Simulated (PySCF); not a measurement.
C5H10OSi.
Bonds: C1–C2, C2–C3 (triple), C3–C4, C4–Si5, Si5–O6, O6–C7. Hydrogens: H8, H9, H10 on C1; H11, H12 on C4; H13, H14 on Si5; H15, H16, H17 on C7.

The calculation used core-valence-separated Tamm–Dancoff BHandHLYP/aug-pcX-1 (pcseg-1 on H, def2-SVPD on Si) in PySCF, non-relativistic, gas phase, PBE0-D3(BJ)/def2-SVP geometry.

Computed oxygen K-edge spectrum, Gaussian lines of 0.4 eV full width, highest printed point 100; it ends one width below the last computed root. The energies are unshifted.

photon energy (eV), absorption and a bar:
```
    532.3          1 
    532.4          3 #
    532.5          9 ###
    532.6         20 ######
    532.7         33 ##########
    532.8         37 ###########
    532.9         29 #########
    533.0         17 #####
    533.1          7 ##
    533.2          2 #
    533.3          4 #
    533.4         12 ###
    533.5         33 ##########
    533.6         65 ###################
    533.7         90 ###########################
    533.8         90 ###########################
    533.9         64 ###################
    534.0         34 ##########
    534.1         17 #####
    534.2         19 #####
    534.3         38 ###########
    534.4         67 ####################
    534.5         94 ############################
    534.6        100 ##############################
    534.7         81 ########################
    534.8         52 ################
```

Q: Assign the maxima to core holes.

A: 3 maxima:
- 532.8 eV: O6 (silyl ether oxygen), 532.78 eV, f = 0.008, 100 % of the height at the exact maximum
- 533.7 eV: O6 (silyl ether oxygen), 533.72 eV, f = 0.012, 57 % of the height at the exact maximum; O6 (silyl ether oxygen), 533.78 eV, f = 0.009, 43 % of the height at the exact maximum
- 534.6 eV: O6 (silyl ether oxygen), 534.61 eV, f = 0.015, 65 % of the height at the exact maximum; O6 (silyl ether oxygen), 534.46 eV, f = 0.008, 29 % of the height at the exact maximum

Further lines of some strength in the range: O6, 534.71 eV, f = 0.002.

Roots within 0.03 eV on the same or equivalent atoms count as one line; shares under 12 % aren't listed.

Vibrational structure and lifetime widths aren't in the curve. The ionisation threshold wasn't computed; near and above it a finite basis only mimics Rydberg series and continuum.

Shape of the structure used: `[CH3:1][C:2]#[C:3][CH2:4][SiH2:5][O:6][CH3:7]`: C3–C4–Si5–O6 -179°, C4–Si5–O6–C7 -178°.

One conformer stands for the species.
